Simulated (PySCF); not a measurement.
## Radial density of Co²⁺ (cobalt, charge +2)

MN15, [Ar] 3d6 4s1, high-spin 6D determinant (an excited configuration). Computed with PySCF 2.14 in aug-cc-pVDZ (7s6p4d2f, 59 functions), with the non-relativistic Hamiltonian (point nucleus).

```
r (bohr)  4πr²ρ (e/bohr)  4πr²(ρα − ρβ)
0.000997          0.1581         0.0001
 0.00168          0.4311         0.0003
 0.00282           1.147         0.0008
 0.00474           2.925         0.0020
 0.00798           6.952         0.0047
  0.0134           14.68         0.0096
  0.0226           25.49         0.0153
  0.0380           32.39         0.0134
  0.0639           27.99         0.0005
   0.107           27.26         0.0456
   0.181           36.56         0.3783
   0.304           21.28         1.6142
   0.511           16.01         3.8896
   0.860           15.01         3.6101
    1.45           3.553         1.5256
    2.43          0.6818         0.5910
    4.09         0.07214         0.0711
    6.88       0.0001026         0.0001
    11.6       2.887e-05         0.0000
```
